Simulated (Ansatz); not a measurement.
Molecular dynamics of BBrClFH2

Input:

```yaml
crystal:
  periodic: [false, false, false]
  atoms:
    - { symbol: B, position_ang: [0.007622, -0.241378, 0.069236] }
    - { symbol: Cl, position_ang: [-0.000735, 0.262902, 2.041473] }
    - { symbol: H, position_ang: [1.06491, 0.076195, -0.423072] }
    - { symbol: F, position_ang: [-1.163267, 0.069615, -0.480384] }
    - { symbol: Br, position_ang: [0.089726, -2.395913, 0.532467] }
    - { symbol: H, position_ang: [0.044044, -1.28502, 1.843581] }
basis:
  gaussian: { orbitals: def2-SVP }
hamiltonian:
  xc: pbe
md:
  timestep: 0.5
  n_steps: 200
  ensemble: nve
  temperature: 300.0
  initial_velocities: maxwell_boltzmann
  seed: 7255
```

Command:

```bash
$ ansatz run input.yaml --threads 2 --pin off --max-ram 3072MiB --backend cpu --events-out ev --progress --plain --runs-dir out
```

It starts at the highest image of a converged band, a first-order saddle point between two minima.

Output, in part (one step line in 3, the closing report, with atoms numbered from 0):

```
md step     0: t =     0.00 fs  T =   300.0 K  F+E_penalty+E_count = -85962.17094857 eV  E_kin = 0.155112 eV  conserved = -85962.01583657 eV  (25 SCF iters)
md step     3: t =     1.50 fs  T =   277.0 K  F+E_penalty+E_count = -85962.15899281 eV  E_kin = 0.143205 eV  conserved = -85962.01578753 eV  (26 SCF iters)
md step     6: t =     3.00 fs  T =   221.6 K  F+E_penalty+E_count = -85962.13025751 eV  E_kin = 0.114577 eV  conserved = -85962.01568047 eV  (26 SCF iters)
md step     9: t =     4.50 fs  T =   161.7 K  F+E_penalty+E_count = -85962.09923032 eV  E_kin = 0.083619 eV  conserved = -85962.01561138 eV  (26 SCF iters)
md step    12: t =     6.00 fs  T =   117.5 K  F+E_penalty+E_count = -85962.07633510 eV  E_kin = 0.060768 eV  conserved = -85962.01556716 eV  (26 SCF iters)
md step    15: t =     7.50 fs  T =   101.6 K  F+E_penalty+E_count = -85962.06806156 eV  E_kin = 0.052520 eV  conserved = -85962.01554122 eV  (26 SCF iters)
md step    18: t =     9.00 fs  T =   119.7 K  F+E_penalty+E_count = -85962.07746629 eV  E_kin = 0.061885 eV  conserved = -85962.01558096 eV  (26 SCF iters)
md step    21: t =    10.50 fs  T =   160.8 K  F+E_penalty+E_count = -85962.09881742 eV  E_kin = 0.083135 eV  conserved = -85962.01568234 eV  (26 SCF iters)
md step    24: t =    12.00 fs  T =   198.3 K  F+E_penalty+E_count = -85962.11826977 eV  E_kin = 0.102504 eV  conserved = -85962.01576562 eV  (26 SCF iters)
md step    27: t =    13.50 fs  T =   210.2 K  F+E_penalty+E_count = -85962.12441569 eV  E_kin = 0.108663 eV  conserved = -85962.01575267 eV  (26 SCF iters)
md step    30: t =    15.00 fs  T =   198.3 K  F+E_penalty+E_count = -85962.11822712 eV  E_kin = 0.102551 eV  conserved = -85962.01567595 eV  (26 SCF iters)
md step    33: t =    16.50 fs  T =   180.3 K  F+E_penalty+E_count = -85962.10885973 eV  E_kin = 0.093216 eV  conserved = -85962.01564389 eV  (26 SCF iters)
md step    36: t =    18.00 fs  T =   164.7 K  F+E_penalty+E_count = -85962.10080844 eV  E_kin = 0.085156 eV  conserved = -85962.01565237 eV  (26 SCF iters)
md step    39: t =    19.50 fs  T =   151.6 K  F+E_penalty+E_count = -85962.09401139 eV  E_kin = 0.078388 eV  conserved = -85962.01562328 eV  (25 SCF iters)
md step    42: t =    21.00 fs  T =   149.1 K  F+E_penalty+E_count = -85962.09267093 eV  E_kin = 0.077095 eV  conserved = -85962.01557553 eV  (25 SCF iters)
md step    45: t =    22.50 fs  T =   169.3 K  F+E_penalty+E_count = -85962.10310240 eV  E_kin = 0.087521 eV  conserved = -85962.01558162 eV  (25 SCF iters)
md step    48: t =    24.00 fs  T =   210.8 K  F+E_penalty+E_count = -85962.12466730 eV  E_kin = 0.109017 eV  conserved = -85962.01564986 eV  (25 SCF iters)
md step    51: t =    25.50 fs  T =   257.3 K  F+E_penalty+E_count = -85962.14874771 eV  E_kin = 0.133042 eV  conserved = -85962.01570555 eV  (24 SCF iters)
md step    54: t =    27.00 fs  T =   295.4 K  F+E_penalty+E_count = -85962.16842509 eV  E_kin = 0.152737 eV  conserved = -85962.01568791 eV  (24 SCF iters)
md step    57: t =    28.50 fs  T =   328.7 K  F+E_penalty+E_count = -85962.18559676 eV  E_kin = 0.169934 eV  conserved = -85962.01566243 eV  (24 SCF iters)
md step    60: t =    30.00 fs  T =   362.6 K  F+E_penalty+E_count = -85962.20315319 eV  E_kin = 0.187456 eV  conserved = -85962.01569690 eV  (25 SCF iters)
md step    63: t =    31.50 fs  T =   390.7 K  F+E_penalty+E_count = -85962.21769071 eV  E_kin = 0.201985 eV  conserved = -85962.01570547 eV  (24 SCF iters)
md step    66: t =    33.00 fs  T =   412.8 K  F+E_penalty+E_count = -85962.22905242 eV  E_kin = 0.213411 eV  conserved = -85962.01564136 eV  (24 SCF iters)
md step    69: t =    34.50 fs  T =   445.0 K  F+E_penalty+E_count = -85962.24567292 eV  E_kin = 0.230071 eV  conserved = -85962.01560174 eV  (24 SCF iters)
md step    72: t =    36.00 fs  T =   497.4 K  F+E_penalty+E_count = -85962.27283097 eV  E_kin = 0.257170 eV  conserved = -85962.01566073 eV  (24 SCF iters)
md step    75: t =    37.50 fs  T =   555.8 K  F+E_penalty+E_count = -85962.30311308 eV  E_kin = 0.287351 eV  conserved = -85962.01576195 eV  (24 SCF iters)
md step    78: t =    39.00 fs  T =   595.5 K  F+E_penalty+E_count = -85962.32366204 eV  E_kin = 0.307882 eV  conserved = -85962.01578036 eV  (24 SCF iters)
md step    81: t =    40.50 fs  T =   612.3 K  F+E_penalty+E_count = -85962.33224855 eV  E_kin = 0.316567 eV  conserved = -85962.01568200 eV  (26 SCF iters)
md step    84: t =    42.00 fs  T =   629.2 K  F+E_penalty+E_count = -85962.34095030 eV  E_kin = 0.325342 eV  conserved = -85962.01560803 eV  (24 SCF iters)
md step    87: t =    43.50 fs  T =   663.7 K  F+E_penalty+E_count = -85962.35881207 eV  E_kin = 0.343149 eV  conserved = -85962.01566333 eV  (24 SCF iters)
md step    90: t =    45.00 fs  T =   704.2 K  F+E_penalty+E_count = -85962.37984372 eV  E_kin = 0.364111 eV  conserved = -85962.01573299 eV  (24 SCF iters)
md step    93: t =    46.50 fs  T =   736.2 K  F+E_penalty+E_count = -85962.39636865 eV  E_kin = 0.380654 eV  conserved = -85962.01571498 eV  (25 SCF iters)
md step    96: t =    48.00 fs  T =   764.9 K  F+E_penalty+E_count = -85962.41117065 eV  E_kin = 0.395490 eV  conserved = -85962.01568111 eV  (24 SCF iters)
md step    99: t =    49.50 fs  T =   798.9 K  F+E_penalty+E_count = -85962.42876999 eV  E_kin = 0.413051 eV  conserved = -85962.01571937 eV  (25 SCF iters)
md step   102: t =    51.00 fs  T =   828.0 K  F+E_penalty+E_count = -85962.44390422 eV  E_kin = 0.428106 eV  conserved = -85962.01579772 eV  (24 SCF iters)
md step   105: t =    52.50 fs  T =   831.6 K  F+E_penalty+E_count = -85962.44578685 eV  E_kin = 0.429990 eV  conserved = -85962.01579683 eV  (26 SCF iters)
md step   108: t =    54.00 fs  T =   808.6 K  F+E_penalty+E_count = -85962.43373127 eV  E_kin = 0.418054 eV  conserved = -85962.01567698 eV  (26 SCF iters)
md step   111: t =    55.50 fs  T =   786.0 K  F+E_penalty+E_count = -85962.42199500 eV  E_kin = 0.406417 eV  conserved = -85962.01557794 eV  (27 SCF iters)
md step   114: t =    57.00 fs  T =   787.9 K  F+E_penalty+E_count = -85962.42297046 eV  E_kin = 0.407368 eV  conserved = -85962.01560268 eV  (26 SCF iters)
md step   117: t =    58.50 fs  T =   810.5 K  F+E_penalty+E_count = -85962.43473553 eV  E_kin = 0.419081 eV  conserved = -85962.01565410 eV  (26 SCF iters)
md step   120: t =    60.00 fs  T =   842.9 K  F+E_penalty+E_count = -85962.45148718 eV  E_kin = 0.435824 eV  conserved = -85962.01566289 eV  (24 SCF iters)
md step   123: t =    61.50 fs  T =   882.3 K  F+E_penalty+E_count = -85962.47185501 eV  E_kin = 0.456162 eV  conserved = -85962.01569294 eV  (25 SCF iters)
md step   126: t =    63.00 fs  T =   920.1 K  F+E_penalty+E_count = -85962.49151981 eV  E_kin = 0.475736 eV  conserved = -85962.01578365 eV  (24 SCF iters)
md step   129: t =    64.50 fs  T =   933.1 K  F+E_penalty+E_count = -85962.49830759 eV  E_kin = 0.482446 eV  conserved = -85962.01586173 eV  (24 SCF iters)
md step   132: t =    66.00 fs  T =   901.3 K  F+E_penalty+E_count = -85962.48181404 eV  E_kin = 0.465998 eV  conserved = -85962.01581617 eV  (24 SCF iters)
md step   135: t =    67.50 fs  T =   835.7 K  F+E_penalty+E_count = -85962.44775402 eV  E_kin = 0.432098 eV  conserved = -85962.01565561 eV  (24 SCF iters)
md step   138: t =    69.00 fs  T =   775.7 K  F+E_penalty+E_count = -85962.41662332 eV  E_kin = 0.401088 eV  conserved = -85962.01553519 eV  (24 SCF iters)
md step   141: t =    70.50 fs  T =   752.6 K  F+E_penalty+E_count = -85962.40465102 eV  E_kin = 0.389125 eV  conserved = -85962.01552584 eV  (25 SCF iters)
md step   144: t =    72.00 fs  T =   771.5 K  F+E_penalty+E_count = -85962.41444301 eV  E_kin = 0.398896 eV  conserved = -85962.01554728 eV  (26 SCF iters)
md step   147: t =    73.50 fs  T =   827.4 K  F+E_penalty+E_count = -85962.44339711 eV  E_kin = 0.427823 eV  conserved = -85962.01557381 eV  (25 SCF iters)
md step   150: t =    75.00 fs  T =   912.0 K  F+E_penalty+E_count = -85962.48718607 eV  E_kin = 0.471531 eV  conserved = -85962.01565502 eV  (25 SCF iters)
md step   153: t =    76.50 fs  T =  1002.8 K  F+E_penalty+E_count = -85962.53427199 eV  E_kin = 0.518481 eV  conserved = -85962.01579121 eV  (25 SCF iters)
md step   156: t =    78.00 fs  T =  1064.7 K  F+E_penalty+E_count = -85962.56636723 eV  E_kin = 0.550476 eV  conserved = -85962.01589089 eV  (24 SCF iters)
md step   159: t =    79.50 fs  T =  1072.9 K  F+E_penalty+E_count = -85962.57058336 eV  E_kin = 0.554726 eV  conserved = -85962.01585690 eV  (25 SCF iters)
md step   162: t =    81.00 fs  T =  1036.1 K  F+E_penalty+E_count = -85962.55144607 eV  E_kin = 0.535714 eV  conserved = -85962.01573188 eV  (25 SCF iters)
md step   165: t =    82.50 fs  T =   985.5 K  F+E_penalty+E_count = -85962.52517143 eV  E_kin = 0.509524 eV  conserved = -85962.01564754 eV  (25 SCF iters)
md step   168: t =    84.00 fs  T =   944.3 K  F+E_penalty+E_count = -85962.50385222 eV  E_kin = 0.488248 eV  conserved = -85962.01560451 eV  (27 SCF iters)
md step   171: t =    85.50 fs  T =   926.0 K  F+E_penalty+E_count = -85962.49433336 eV  E_kin = 0.478785 eV  conserved = -85962.01554810 eV  (27 SCF iters)
md step   174: t =    87.00 fs  T =   944.7 K  F+E_penalty+E_count = -85962.50396667 eV  E_kin = 0.488435 eV  conserved = -85962.01553140 eV  (27 SCF iters)
md step   177: t =    88.50 fs  T =  1003.0 K  F+E_penalty+E_count = -85962.53423708 eV  E_kin = 0.518611 eV  conserved = -85962.01562629 eV  (27 SCF iters)
md step   180: t =    90.00 fs  T =  1076.0 K  F+E_penalty+E_count = -85962.57212405 eV  E_kin = 0.556338 eV  conserved = -85962.01578556 eV  (27 SCF iters)
md step   183: t =    91.50 fs  T =  1123.6 K  F+E_penalty+E_count = -85962.59678273 eV  E_kin = 0.580922 eV  conserved = -85962.01586107 eV  (25 SCF iters)
md step   186: t =    93.00 fs  T =  1127.3 K  F+E_penalty+E_count = -85962.59866191 eV  E_kin = 0.582876 eV  conserved = -85962.01578576 eV  (25 SCF iters)
md step   189: t =    94.50 fs  T =  1105.6 K  F+E_penalty+E_count = -85962.58733737 eV  E_kin = 0.571650 eV  conserved = -85962.01568765 eV  (24 SCF iters)
md step   192: t =    96.00 fs  T =  1083.0 K  F+E_penalty+E_count = -85962.57561689 eV  E_kin = 0.559939 eV  conserved = -85962.01567748 eV  (24 SCF iters)
md step   195: t =    97.50 fs  T =  1064.2 K  F+E_penalty+E_count = -85962.56591575 eV  E_kin = 0.550238 eV  conserved = -85962.01567729 eV  (25 SCF iters)
md step   198: t =    99.00 fs  T =  1050.7 K  F+E_penalty+E_count = -85962.55887636 eV  E_kin = 0.543258 eV  conserved = -85962.01561871 eV  (25 SCF iters)
md step   200: t =   100.00 fs  T =  1051.3 K  F+E_penalty+E_count = -85962.55917113 eV  E_kin = 0.543590 eV  conserved = -85962.01558121 eV  (25 SCF iters)
Total energy: -85962.55920363 eV, -3159.0657832179 hartree
Atom 0 at    -0.017418     0.586684     0.313080 Å, force    -1.135816    -0.324302    -1.525566 eV/Å
Atom 1 at    -0.062674     0.718358     2.021284 Å, force     0.266966     0.205569     0.862237 eV/Å
Atom 2 at     0.892616     0.706295    -0.462409 Å, force     0.675913     0.117806     0.350420 eV/Å
Atom 3 at    -1.173962     0.343423    -0.326024 Å, force     0.137832     0.119432     0.359512 eV/Å
Atom 4 at     0.133409    -2.753710     0.477835 Å, force    -0.167339    -0.438809     0.227904 eV/Å
Atom 5 at    -0.598001    -3.611333     1.399282 Å, force     0.222443     0.320304    -0.274506 eV/Å
Dipole moment:     0.009461    -0.180345     0.173761 e Å
```

The run went to its last step. The conserved energy stayed within 0.053 meV per atom of its start (net change 0.043 meV per atom), so the integration is sound. The kinetic energy rose, since the run started high on the potential surface and went downhill. It ends in pieces (BClFH + BrH), so much of that is their flight and rotation, not heat. A run of 0.1 ps of so small a system gives no equilibrium averages. The orbitals stay closed-shell, which can raise the energy where a bond breaks towards radicals; this wasn't checked here.

Between its relaxed ends the band would form B1–Br5, Cl2–H6 and break B1–Cl2, Br5–H6. These pairs go: B1–Br5 2.21 → 3.35 Å, Cl2–H6 1.56 → 4.41 Å, B1–Cl2 2.04 → 1.71 Å, Br5–H6 1.72 → 1.46 Å. In the last frame they stand as before the step (other bonds may differ from the relaxed reactants and products). It ends as BClFH + BrH. Pairs count as bonded within 1.25 times the sum of covalent radii (0.12 Å more for H–H).

Last frame:

```xyz
6
Properties=species:S:1:pos:R:3
B -0.017 0.587 0.313
Cl -0.063 0.718 2.021
H 0.893 0.706 -0.462
F -1.174 0.343 -0.326
Br 0.133 -2.754 0.478
H -0.598 -3.611 1.399
```

Time of the run: 3.2 min on 2 threads of Arm Neoverse V2 (shared host), peak memory 0.12 GiB.
